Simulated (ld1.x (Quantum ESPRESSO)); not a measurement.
# Configuration tests for Bi (Z = 83) (PAW)

bismuth (Bi), PAW, made with ld1.x (Quantum ESPRESSO) 7.5 (BP86, scalar-relativistic). Core [Kr] 4d10 4f14, reference 5s2 5p6 5d10 6s2 6p3. Waves: 5s (bound): rcut 1.30, rcutus 1.55 bohr; 6s (bound): rcut 1.30, rcutus 1.55 bohr; 5p (bound): rcut 1.35, rcutus 1.55 bohr; 6p (bound): rcut 1.35, rcutus 1.55 bohr; 5d (bound): rcut 1.65, rcutus 2.10 bohr; 5d channel at -0.55 Ry: rcut 1.65, rcutus 2.10 bohr. Local part: all-electron potential smoothed inside 1.70 bohr (lloc = -2). Core correction: a·sin(br)/r model core, default radius (ld1.x builds one for every PAW set, though the input has nlcc=.false.). Augmentation charge: GAUSS, radius 0.95 bohr.

Energies are relative to the spin-unpolarised reference configuration 5s2 5p6 5d10 6s2 6p3; without spin polarisation the order of configurations can differ from experiment. Not all tests gave a result: test run stopped at test 4 of 7 (negative rho).

```csv
valence configuration,charge,ΔE all-electron (eV),error AE − PS (meV)
5s2 5p6 5d10 6s2 6p2,+1,8.073,-2.7
5s2 5p6 5d10 6s2 6p1,+2,23.499,-5.5
5s2 5p6 5d10 6s2 6p0,+3,46.982,-4.0
```

ld1.x printed “convergence not achieved” for 1 of the counted tests; its residual had stalled under 1e-8, short of the target of 1e-14.
